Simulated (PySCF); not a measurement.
**How methods differ on the ionisation energy of C²⁺**

C²⁺ [He] 2s2 (1S) → C³⁺ [He] 2s1 (2S), as a difference of total energies. Calculation: PySCF 2.14, in jorge-DZP-DKH (4s2p1d, 15 functions); scalar relativity by spin-free X2C-1e. Correlated levels: valence: 1s2 frozen. The calculations carry no spin-orbit coupling.

```
           method  ionisation energy (eV)
              UHF                  45.765
              LDA                  46.925
            B3LYP                  47.221
    MP2 (valence)                  46.855
SCS-MP2 (valence)                  47.073
   CCSD (valence)                  47.728
```

Errors of the correlated levels include the incompleteness of this basis and the frozen core.

With two correlated electrons CCSD is exact in that space.

The coupled-cluster amplitudes are large for C²⁺ (T1 above 0.03 or a double amplitude above 0.15), so a single reference is strained.

Which method comes closest to the reference value, and which is furthest?

The reference is 47.888 eV (measured; NIST Atomic Spectra Database, ionization energies). Closest: CCSD (valence) (error -0.160 eV); furthest: UHF (error -2.123 eV).
